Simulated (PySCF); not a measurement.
Compound: C₅H₉BF₂.
Atom-mapped SMILES: `[CH2:1]=[C:2]([CH3:3])[CH2:4][CH2:5][B:6]([F:7])[F:8]`

Theory: delta-SCF UKS SCAN, pcX-2 on the ionised atom, pcseg-1 elsewhere, spin-free X2C (PySCF). Binding energies are ΔSCF values: E(core-ionised, relaxed orbitals) − E(ground state) at a fixed geometry, referred to the vacuum level.

Some binding energies are withheld.

```csv
atom(s),bonded to,level,binding energy (eV)
C1,C (double bond) and 2 H,C 1s,289.91
C2,C (double bond) and 2 C,C 1s,290.69
C3,C and 3 H,C 1s,290.83
C4,2 C and 2 H,C 1s,?
C5,"C, 2 H and B",C 1s,?
F7/F8,B,F 1s,?
```

(1) What is the C 1s binding energy of C5?

(2) Fill in F 1s for F7/F8.

(3) What is the C 1s binding energy of C4?

## Answers

(1) 290.66 eV (sp3 carbon bound to boron). The nearest listed C 1s value is that of C2; the shift against it is -0.03 eV.

(2) 693.25 eV (boron-bound fluorine).

(3) 290.95 eV (allylic carbon). The nearest listed C 1s value is that of C3; the shift against it is +0.12 eV.

The listed C 1s values span 1.04 eV, from C1 (bonded to C (double bond) and 2 H) to C4 (bonded to 2 C and 2 H). The widest gap between neighbouring values is 0.75 eV, between 289.91 and 290.66 eV. The values 290.66 and 290.69 eV lie too close for their order to be trusted.

Q: Give the binding energy of F 1s of F7/F8 in hartree and in kJ/mol.

A: 693.25 eV = 25.4765 Eh = 66888 kJ/mol.

One atom of each set of topologically equivalent atoms was ionised and stands for the set; in this conformer not all members are related by symmetry, and their own values weren't computed. Not every level is listed. The unrestricted hole states depart most from a pure doublet (⟨S²⟩ = 0.75; over 0.85 named) for C 1s of C2 (0.86), which makes this value less certain. No level of boron is listed. Geometry: PBE0-D3(BJ)/def2-SVP, one conformer, isolated molecule.

Shape of the structure used: `[CH2:1]=[C:2]([CH3:3])[CH2:4][CH2:5][B:6]([F:7])[F:8]`: C1–C2–C4–C5 4°, C2–C4–C5–B6 60°, C4–C5–B6–F7 42°.
